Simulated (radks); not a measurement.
Problem. Coherent X-ray form factor from a spherical all-electron density. Calculated with a radial shooting solver on a logarithmic mesh with Libxc functionals: scalar-relativistic Kohn-Sham, LDA (Slater exchange, VWN5 correlation), spin-polarised, spherical densities, finite nucleus; Fermi nuclear charge, rms radius of each element as measured or else 0.836 A^(1/3) + 0.57 fm.

sin(theta)/lambda (1/angstrom),f0 (electrons)
0.05,57.789
0.1,57.166
0.15,56.155
0.2,54.795
0.25,53.136
0.3,51.236
0.4,46.949
0.5,42.391
0.6,37.929
0.8,30.166
1,24.434
1.25,19.785
1.5,16.959
2,13.429

The species is in the configuration that NIST lists as its ground one. Which atom or ion scatters so?

Solution. The hafnium ion Hf14+, [Kr] 4d10 4f11 5s1. Extrapolating in s^2 from the first two rows gives f0(0) = 58.0, near the electron count 58; among species with that count, the fall with angle is slower the higher Z, and the table is that of Z = 72; from so few rows the species is fixed only to a neighbour or two.
